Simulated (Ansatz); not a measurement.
CH₅GeN (`[CH2]1[NH][GeH2]1`), relaxed with RKS PBE0-D4/def2-TZVP in Ansatz from a PBE-D4/def2-SVP geometry. The force threshold is 0.005 eV/Å; the program also tests the step.

Total charge 0; spin multiplicity 1.

Start:

```xyz
8

C     0.814   -0.031   -0.545
N    -0.603    0.041   -0.950
Ge   -0.425   -0.284    0.930
H     1.363   -0.908   -0.933
H     1.429    0.891   -0.530
H    -0.882    1.011   -1.159
H    -0.697    0.927    1.842
H    -1.000   -1.647    1.344
```

By how much does the energy fall, and how many steps does the optimiser take? (Estimate.)

Computed: 3.60 kJ/mol, in 8 steps, 2 of them rejected.

Which bonds change most? (An estimate is asked.)

Ansatz gave: N2–Ge3 from 1.916 to 1.880 Å; C1–Ge3 from 1.942 to 1.917 Å; C1–H5 from 1.108 to 1.088 Å; C1–H4 from 1.106 to 1.086 Å.

Give the relaxed structure. (Estimate.)

The calculation gave: 
```xyz
8

C     0.815   -0.037   -0.527
N    -0.600    0.051   -0.934
Ge   -0.431   -0.273    0.910
H     1.342   -0.897   -0.931
H     1.413    0.873   -0.526
H    -0.866    1.002   -1.163
H    -0.698    0.911    1.835
H    -0.973   -1.630    1.337
```
